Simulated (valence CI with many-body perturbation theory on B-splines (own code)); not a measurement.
E1 transitions of Pr⁵³⁺

Method: relativistic CI+MBPT: four valence electrons over a frozen Dirac-Fock core [He], a basis of 11 s, 11 p, 9 d, 7 f, 5 g, 2 h, 1 i functions for each j, with the one-electron correlation potential Σ1 (screened to all orders), the two-electron term Σ2, the three-electron term Σ3, Breit, model QED; selected single and double excitations, second order for the rest (own B-spline code, finite nucleus).

The last digits are not significant, and no measured levels were compared; by estimate large intervals hold to a few tenths of a per cent, small ones and those within an open d or f shell to about a per cent. Among the levels kept, up to 270 cm⁻¹ of a level comes from second order outside the variational space, and about a tenth of that is noise between levels of different J, which matters for small intervals.

Lines 1 to 50 of 269 in falling wavelength, among levels below 7252.5 eV, chosen from the strongest by gf and those to the six lowest levels. Wavelengths and rates use the calculated energies. Electric multipoles are in the length gauge, E1 and E2 with the static RPA response of the core. Weak lines are less certain than strong ones. Lines between different terms over intervals too small for the method are left out, as are lines whose strength nearly cancels. The highest levels of a list are the least certain.

Levels are named by their leading jj configuration (3d3/2^4 stands for four electrons in 3d with j = 3/2), which in mixed levels can hold well under half, so a name can repeat and another be missing. Letters in brackets count levels of one name in rising energy.

| λ vac (Å) | Upper | Lower | A (s⁻¹) | S (a.u.) with core polarisation | S without |
| --- | --- | --- | --- | --- | --- |
| 130.1 | (2s 2p1/2 2p3/2 3d3/2) J=4 | (2s 2p1/2 2p3/2 3p3/2) J=3 [a] | 5.66e+09 | 5.54e-02 | 5.54e-02 |
| 127.2 | (2s 2p1/2 2p3/2 3p1/2) J=2 [b] | (2s 2p1/2 2p3/2 3s) J=3 | 9.97e+09 | 5.07e-02 | 5.07e-02 |
| 125.1 | (2s 2p1/2 2p3/2 3d5/2) J=5 | (2s 2p1/2 2p3/2 3p3/2) J=4 | 1.42e+10 | 1.50e-01 | 1.51e-01 |
| 124.6 | (2s^2 2p3/2 3d5/2) J=4 | (2s^2 2p3/2 3p3/2) J=3 | 1.08e+10 | 9.29e-02 | 9.29e-02 |
| 123.1 | (2s 2p1/2^2 3d5/2) J=3 | (2s 2p1/2^2 3p3/2) J=2 | 1.49e+10 | 9.63e-02 | 9.63e-02 |
| 120.9 | (2s 2p1/2 2p3/2 3d5/2) J=4 [a] | (2s 2p1/2 2p3/2 3p3/2) J=3 [a] | 7.48e+09 | 5.87e-02 | 5.87e-02 |
| 118.8 | (2s 2p1/2 2p3/2 3d5/2) J=4 [c] | (2s 2p1/2 2p3/2 3p3/2) J=3 [c] | 1.59e+10 | 1.18e-01 | 1.18e-01 |
| 118.6 | (2s 2p1/2 2p3/2 3d5/2) J=4 [b] | (2s 2p1/2 2p3/2 3p3/2) J=3 [b] | 1.33e+10 | 9.89e-02 | 9.89e-02 |
| 116.2 | (2s^2 2p1/2 3d5/2) J=3 | (2s^2 2p1/2 3p3/2) J=2 | 1.64e+10 | 8.88e-02 | 8.88e-02 |
| 114.8 | (2s 2p1/2 2p3/2 3d5/2) J=3 [a] | (2s 2p1/2 2p3/2 3p3/2) J=2 [a] | 1.37e+10 | 7.16e-02 | 7.17e-02 |
| 111.3 | (2s 2p1/2^2 3d5/2) J=2 | (2s 2p1/2^2 3p3/2) J=1 | 1.83e+10 | 6.24e-02 | 6.24e-02 |
| 77.08 | (2s 2p1/2 2p3/2^2) J=2 [a] | (2s^2 2p3/2^2) J=2 | 1.15e+09 | 1.30e-03 | 1.31e-03 |
| 73.94 | (2s 2p1/2 2p3/2 3p3/2) J=4 | (2s^2 2p3/2 3p3/2) J=3 | 2.81e+10 | 5.04e-02 | 5.05e-02 |
| 66.20 | (2s 2p1/2^2 3p3/2) J=2 | (2s^2 2p1/2 3p3/2) J=1 | 4.89e+10 | 3.50e-02 | 3.50e-02 |
| 63.53 | (2s 2p1/2 2p3/2 3d3/2) J=3 [b] | (2s 2p1/2 2p3/2 3p1/2) J=2 [b] | 3.31e+10 | 2.93e-02 | 2.93e-02 |
| 63.46 | (2s 2p1/2^2 2p3/2) J=2 | (2s^2 2p1/2 2p3/2) J=2 | 7.03e+09 | 4.43e-03 | 4.44e-03 |
| 62.35 | (2s 2p1/2 2p3/2^2) J=3 | (2s^2 2p3/2^2) J=2 | 1.01e+10 | 8.45e-03 | 8.46e-03 |
| 62.14 | (2s 2p1/2 2p3/2 3d3/2) J=2 [b] | (2s 2p1/2 2p3/2 3p1/2) J=2 [b] | 5.43e+10 | 3.22e-02 | 3.22e-02 |
| 61.37 | (2s 2p1/2 2p3/2 3p3/2) J=3 [c] | (2s^2 2p3/2 3p3/2) J=2 | 7.26e+10 | 5.80e-02 | 5.80e-02 |
| 60.67 | (2s 2p1/2 2p3/2 3p3/2) J=1 [a] | (2s 2p1/2 2p3/2 3s) J=1 [a] | 9.30e+10 | 3.08e-02 | 3.08e-02 |
| 60.48 | (2s 2p1/2 2p3/2 3d3/2) J=2 [d] | (2s 2p1/2 2p3/2 3p1/2) J=1 [c] | 6.98e+10 | 3.81e-02 | 3.81e-02 |
| 60.24 | (2s 2p1/2 2p3/2 3p3/2) J=2 [b] | (2s 2p1/2 2p3/2 3s) J=2 [b] | 9.49e+10 | 5.12e-02 | 5.12e-02 |
| 60.06 | (2s 2p1/2 2p3/2 3d3/2) J=2 [a] | (2s 2p1/2 2p3/2 3p1/2) J=2 [a] | 4.73e+10 | 2.53e-02 | 2.53e-02 |
| 59.98 | (2s 2p1/2^2 3p3/2) J=1 | (2s 2p1/2^2 3s) J=0 | 1.02e+11 | 3.27e-02 | 3.27e-02 |
| 59.40 | (2s 2p1/2 2p3/2 3d3/2) J=3 [c] | (2s 2p1/2 2p3/2 3p1/2) J=2 [c] | 4.71e+10 | 3.41e-02 | 3.42e-02 |
| 58.47 | (2s 2p1/2^2 2p3/2) J=2 | (2s^2 2p1/2 2p3/2) J=1 | 1.11e+10 | 5.46e-03 | 5.47e-03 |
| 58.44 | (2s 2p1/2 2p3/2 3d3/2) J=4 | (2s 2p1/2 2p3/2 3p1/2) J=3 | 5.16e+10 | 4.58e-02 | 4.58e-02 |
| 58.18 | (2s 2p1/2 2p3/2 3d5/2) J=3 [b] | (2s 2p1/2 2p3/2 3p1/2) J=2 [c] | 3.99e+10 | 2.72e-02 | 2.72e-02 |
| 57.82 | (2s 2p1/2 2p3/2 3d3/2) J=3 [a] | (2s 2p1/2 2p3/2 3p1/2) J=2 [a] | 9.71e+10 | 6.48e-02 | 6.48e-02 |
| 57.48 | (2s 2p1/2 2p3/2 3d3/2) J=2 [a] | (2s 2p1/2 2p3/2 3p1/2) J=1 [a] | 5.67e+10 | 2.66e-02 | 2.66e-02 |
| 57.47 | (2s^2 2p3/2 3d3/2) J=3 | (2s^2 2p3/2 3p1/2) J=2 | 1.14e+11 | 7.49e-02 | 7.49e-02 |
| 57.47 | (2s 2p1/2 2p3/2 3p3/2) J=2 [a] | (2s 2p1/2 2p3/2 3s) J=1 [a] | 8.00e+10 | 3.75e-02 | 3.75e-02 |
| 57.42 | (2s^2 2p1/2 3d3/2) J=2 | (2s^2 2p1/2 3p1/2) J=1 | 1.10e+11 | 5.16e-02 | 5.16e-02 |
| 57.14 | (2s 2p1/2 2p3/2 3p3/2) J=2 [d] | (2s^2 2p3/2 3p3/2) J=2 | 5.47e+10 | 2.52e-02 | 2.52e-02 |
| 57.07 | (2s 2p1/2 2p3/2 3d3/2) J=1 [a] | (2s 2p1/2 2p3/2 3p1/2) J=1 [a] | 9.42e+10 | 2.59e-02 | 2.59e-02 |
| 57.01 | (2s 2p1/2^2 3d3/2) J=2 | (2s 2p1/2^2 3p1/2) J=1 | 9.53e+10 | 4.36e-02 | 4.36e-02 |
| 56.67 | (2s 2p1/2 2p3/2 3p3/2) J=3 [a] | (2s 2p1/2 2p3/2 3s) J=2 [a] | 1.64e+11 | 1.03e-01 | 1.03e-01 |
| 56.59 | (2s 2p1/2 2p3/2 3p3/2) J=2 [c] | (2s 2p1/2 2p3/2 3s) J=1 [c] | 1.39e+11 | 6.22e-02 | 6.22e-02 |
| 56.58 | (2s 2p1/2 2p3/2 3p3/2) J=3 [c] | (2s 2p1/2 2p3/2 3s) J=2 [c] | 7.53e+10 | 4.71e-02 | 4.71e-02 |
| 56.51 | (2s^2 2p3/2 3p3/2) J=3 | (2s^2 2p3/2 3s) J=2 | 1.85e+11 | 1.15e-01 | 1.15e-01 |
| 56.51 | (2s 2p1/2 2p3/2 3d5/2) J=4 [a] | (2s 2p1/2 2p3/2 3p1/2) J=3 | 4.47e+10 | 3.58e-02 | 3.58e-02 |
| 55.96 | (2s 2p1/2 2p3/2 3p3/2) J=3 [b] | (2s 2p1/2 2p3/2 3s) J=2 [b] | 6.43e+10 | 3.89e-02 | 3.89e-02 |
| 55.89 | (2s 2p1/2 2p3/2 3d3/2) J=3 [b] | (2s 2p1/2 2p3/2 3p1/2) J=3 | 6.04e+10 | 3.65e-02 | 3.65e-02 |
| 55.87 | (2s 2p1/2 2p3/2 3p3/2) J=4 | (2s 2p1/2 2p3/2 3s) J=3 | 1.44e+11 | 1.12e-01 | 1.12e-01 |
| 55.23 | (2s^2 2p3/2 3d3/2) J=1 | (2s^2 2p3/2 3p1/2) J=1 | 9.57e+10 | 2.39e-02 | 2.39e-02 |
| 54.88 | (2s^2 2p1/2 3p3/2) J=2 | (2s^2 2p1/2 3s) J=1 | 1.94e+11 | 7.90e-02 | 7.90e-02 |
| 53.34 | (2s 2p1/2 2p3/2 3p3/2) J=2 [d] | (2s 2p1/2 2p3/2 3s) J=1 [b] | 7.61e+10 | 2.85e-02 | 2.85e-02 |
| 52.96 | (2s^2 2p1/2 3p3/2) J=1 | (2s^2 2p1/2 3s) J=0 | 1.44e+11 | 3.16e-02 | 3.16e-02 |
| 52.96 | (2s 2p1/2 2p3/2 3p3/2) J=2 [d] | (2s 2p1/2 2p3/2 3s) J=2 [c] | 5.95e+10 | 2.18e-02 | 2.18e-02 |
| 52.73 | (2s 2p1/2^2 3p3/2) J=2 | (2s 2p1/2^2 3s) J=1 | 1.50e+11 | 5.43e-02 | 5.43e-02 |
